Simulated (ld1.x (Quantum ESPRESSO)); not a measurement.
## Sn: excitation energies, all-electron against TM

- Element: Sn
- Generator: ld1.x (Quantum ESPRESSO) 7.5
- Type: norm-conserving Troullier–Martins (Kleinman–Bylander form)
- Functional: PBE
- Relativity: non-relativistic
- Frozen core: [Kr] 4d10
- Valence charge: 4
- Reference configuration: 5s2 5p1.5 (charge +0.5)
- Partial waves: 5p (bound): rc 2.40 bohr; 5d channel at 0.2 Ry: rc 2.60 bohr; 5s (bound): rc 2.20 bohr
- Local potential: the s channel
- Core correction: a·sin(br)/r model core inside 1.35 bohr

Energies are relative to the spin-unpolarised reference configuration 5s2 5p1.5; without spin polarisation the order of configurations can differ from experiment. The frozen-core shift is the all-electron ΔE with the core orbitals held at their reference shape minus the fully relaxed ΔE.

```
valence configuration  charge  ΔE all-electron (eV)  error AE − PS (meV)  frozen-core shift (meV)
              5s2 5p2       0                -2.651                 -0.7                     +1.0
              5s2 5p1      +1                 4.284                 -1.8                     +2.6
              5s1 5p2      +1                11.010                  -19                      +22
              5s1 5p0      +3                47.994                 -227                     +295
            5s2 5p2.3    -0.3                -3.523                 -1.3                     +2.0
              5s0 5p4       0                 9.790                  -38                      +30
```

Question: What are ΔE and the potential's error for 5s2 5p0?

Answer: ΔE = 18.236 eV all-electron; the error (AE − PS) is -34 meV.
